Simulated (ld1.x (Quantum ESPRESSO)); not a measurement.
# Pb (Z = 82), ultrasoft: configuration errors across variants

```json
{
 "Element": "Pb",
 "Generator": "ld1.x (Quantum ESPRESSO) 7.5",
 "Type": "ultrasoft",
 "Functional": "PBE",
 "Relativity": "scalar-relativistic",
 "Frozen core": "[Xe] 4f14 5d10",
 "Valence charge": "4",
 "Reference configuration": "6s2 6p2",
 "Partial waves": "6s (bound): rcut 1.90, rcutus 2.10 bohr; 6s channel at 1.4 Ry: rcut 1.90, rcutus 2.10 bohr; 6p (bound): rcut 2.00, rcutus 2.50 bohr; 6p channel at 0.25 Ry: rcut 2.00, rcutus 2.50 bohr",
 "Local potential": "all-electron potential smoothed inside 2.20 bohr (lloc = -1)",
 "Core correction": "Bessel-smoothed model core inside 1.85 bohr",
 "Augmentation charge": "PSQ, inside the norm-conserving radii"
}
```

All-electron excitation energies from the reference (eV): (1) 6s2 6p1 6.575; (2) 6s2 6p0 20.020; (3) 6s1 6p0 52.430; (4) 6s1 6p3 8.736; (5) 6s2 6p1.5 2.492; (6) 6s2 6p2.3 -0.799; (7) 6s0 6p4 17.835.

3 further variants failed, have other tests or another functional or relativity, and are left out.

A true bound ghost makes a file unfit for plane-wave use even where its test errors are small: the radial tests pick states by their node count and pass the ghost by.

Errors AE − PS in meV (a dash: test not solved or not reliable):

| change | (1) | (2) | (3) | (4) | (5) | (6) | (7) | bound ghosts |
| --- | --- | --- | --- | --- | --- | --- | --- | --- |
| base | -21 | -146 | -729 | -36 | -4.1 | -0.1 | -138 | none |
| waves 6s (bound): rcut 1.90, rcutus 2.44 bohr; 6s channel at 1.4 Ry: rcut 1.90, rcutus 2.44 bohr | -22 | -148 | -701 | -35 | -4.1 | -0.1 | -135 | none |
| core correction Bessel-smoothed model core inside 1.40 bohr | -22 | -148 | -735 | -37 | -4.1 | -0.1 | -139 | none |
| local potential all-electron potential smoothed inside 1.14 bohr (lloc = -1) | -21 | -146 | -729 | -37 | -4.1 | -0.1 | -138 | s, p, d |

Give the same row for: local potential all-electron potential smoothed inside 1.60 bohr (lloc = -1).

-21, -146, -729, -36, -4.1, -0.1, –; bound ghosts: s, d.
